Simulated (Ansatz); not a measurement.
Two members of one family (Series GeClX3), computed with Ansatz in the gas phase. The two geometries come from different levels. Binding counts from free atoms in the multiplicity of their measured ground term, without zero-point energy. A dash marks a value that wasn't run or was left out as unsound. The structures are stationary points that may keep the symmetry of their start. Remarks come from the PBE and PBE0 runs and from stability tests at other levels; not every state was tested. HOMO above LUMO (over both spins in singlets and doublets, within one spin in higher multiplets; at PBE or PBE0), or a gap under 0.15 eV within one spin, warns that the state may not be the lowest or that an electron is smeared out.

First: GeCl(NHMe)3 (singlet, charge 0, PBE0-D4/def2-SVP geometry).

Cartesian coordinates in Å:
```
Ge 0.014 0.025 0.027
Cl -1.061 -1.434 -1.223
N 1.091 -0.872 1.168
C 0.776 -2.187 1.681
H 2.077 -0.728 0.974
H 1.339 -2.386 2.609
H -0.293 -2.246 1.939
H 0.980 -3.014 0.974
N -1.198 1.003 0.948
C -2.502 1.334 0.419
H -1.194 0.797 1.942
H -2.931 2.195 0.959
H -2.416 1.634 -0.637
H -3.234 0.506 0.457
N 0.999 1.105 -1.039
C 1.590 0.654 -2.278
H 0.644 2.056 -1.071
H 2.406 1.329 -2.586
H 2.037 -0.342 -2.142
H 0.878 0.571 -3.121
```

| level | HOMO (eV) | LUMO (eV) | gap (eV) | vertical triplet (eV) | binding per atom (eV) |
| --- | --- | --- | --- | --- | --- |
| r2SCAN-D4/def2-TZVP | -5.79 | -0.11 | 5.68 | 5.34 | 3.73 |
| B3LYP-D4/6-31G | -6.43 | 0.24 | 6.67 | – | 3.64 |
| PBE0-D4/def2-SVP | -6.72 | 0.91 | 7.63 | – | 3.77 |
| PBE0-D4/def2-TZVP | -6.89 | 0.39 | 7.28 | 5.69 | 3.75 |
| ωB97M-V/def2-TZVP | -9.22 | 1.97 | 11.19 | – | 3.74 |

Remarks: gap within one spin near zero at PBE or PBE0 (triplet).

Second: GeCl(OiPr)3 (singlet, charge 0, r2SCAN-D4/def2-SVP geometry).

Cartesian coordinates in Å:
```
Ge 0.429 -0.230 0.932
Cl 0.727 -1.240 2.811
O -1.087 -0.816 0.246
C -2.302 -0.890 1.013
C -3.228 -1.831 0.264
C -2.894 0.498 1.202
H -2.070 -1.326 2.005
H -3.446 -1.428 -0.738
H -4.179 -1.956 0.807
H -2.759 -2.818 0.146
H -2.186 1.162 1.721
H -3.128 0.946 0.222
H -3.821 0.450 1.794
O 1.699 -0.583 -0.220
C 1.931 -1.927 -0.690
C 3.423 -2.050 -0.943
C 1.089 -2.185 -1.930
H 1.643 -2.644 0.106
H 3.735 -1.318 -1.705
H 3.677 -3.059 -1.300
H 3.987 -1.849 -0.020
H 0.021 -2.066 -1.698
H 1.359 -1.467 -2.721
H 1.257 -3.205 -2.310
O 0.482 1.491 1.265
C 0.870 2.407 0.216
C 1.094 3.748 0.888
C -0.193 2.459 -0.871
H 1.820 2.052 -0.225
H 0.159 4.102 1.350
H 1.432 4.498 0.156
H 1.856 3.658 1.677
H -0.350 1.465 -1.322
H -1.153 2.801 -0.451
H 0.106 3.151 -1.674
```

Question: What does the change do? Estimate second minus first.

Answer: 
| level | Δ HOMO (eV) | Δ LUMO (eV) | Δ gap (eV) | Δ vertical triplet (eV) | Δ binding per atom (eV) |
| --- | --- | --- | --- | --- | --- |
| r2SCAN-D4/def2-TZVP | -0.99 | -0.82 | 0.17 | 0.44 | 0.40 |
| B3LYP-D4/6-31G | -1.23 | -1.08 | 0.15 | – | 0.38 |
| PBE0-D4/def2-SVP | -1.24 | -0.87 | 0.37 | – | 0.39 |
| PBE0-D4/def2-TZVP | -1.13 | -0.58 | 0.55 | 0.57 | 0.38 |
| ωB97M-V/def2-TZVP | -1.19 | -0.24 | 0.95 | – | 0.37 |

Remarks: gap within one spin near zero at PBE or PBE0 (triplet).
